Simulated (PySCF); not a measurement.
C₅H₈O₃.

```xyz
16

C      3.3514     0.5664     0.2181
C      2.2170     0.7026    -0.4705
C      1.0088    -0.0631    -0.0829
O      0.9376    -0.8409     0.8346
O     -0.0172     0.2212    -0.9013
C     -1.2426    -0.4513    -0.6498
C     -2.0606     0.2563     0.4213
O     -3.3034    -0.3598     0.6013
H      4.2551     1.1189    -0.0487
H      3.3886    -0.1146     1.0736
H      2.1265     1.3688    -1.3320
H     -1.7827    -0.4479    -1.6093
H     -1.0521    -1.4908    -0.3449
H     -1.5240     0.1912     1.3794
H     -2.1457     1.3301     0.1619
H     -3.8456    -0.1843    -0.1744
```

Geometry: PBE0-D3(BJ)/def2-SVP. The values are those of a single conformer.

Calculation: B3LYP/pcSseg-1 run with PySCF. Non-relativistic, no solvent.

Computed absolute GIAO shielding of each atom: isotropic value and principal components (ppm):
| atom | σ(iso) | σ11 | σ22 | σ33 | span |
|---|---|---|---|---|---|
| C1 | 37.5 | -89.8 | 36.9 | 165.5 | 255.3 |
| C2 | 43.1 | -71.5 | 64.3 | 136.4 | 207.8 |
| C3 | 8.8 | -89.0 | 51.1 | 64.2 | 153.2 |
| O4 | -67.1 | -319.3 | -220.5 | 338.5 | 657.9 |
| O5 | 122.1 | -44.1 | 195.1 | 215.3 | 259.4 |
| C6 | 111.9 | 75.1 | 107.5 | 153.2 | 78.1 |
| C7 | 116.0 | 81.6 | 105.7 | 160.7 | 79.1 |
| O8 | 306.3 | 277.2 | 286.3 | 355.5 | 78.3 |
| H9 | 25.4 | 22.6 | 25.2 | 28.4 | 5.8 |
| H10 | 24.5 | 21.1 | 23.8 | 28.6 | 7.4 |
| H11 | 25.3 | 23.3 | 23.4 | 29.2 | 5.9 |
| H12 | 28.2 | 24.1 | 28.8 | 31.6 | 7.6 |
| H13 | 26.6 | 23.8 | 27.2 | 28.9 | 5.1 |
| H14 | 27.4 | 22.9 | 28.5 | 30.7 | 7.8 |
| H15 | 28.0 | 23.4 | 28.9 | 31.7 | 8.3 |
| H16 | 31.7 | 22.8 | 28.9 | 43.4 | 20.6 |
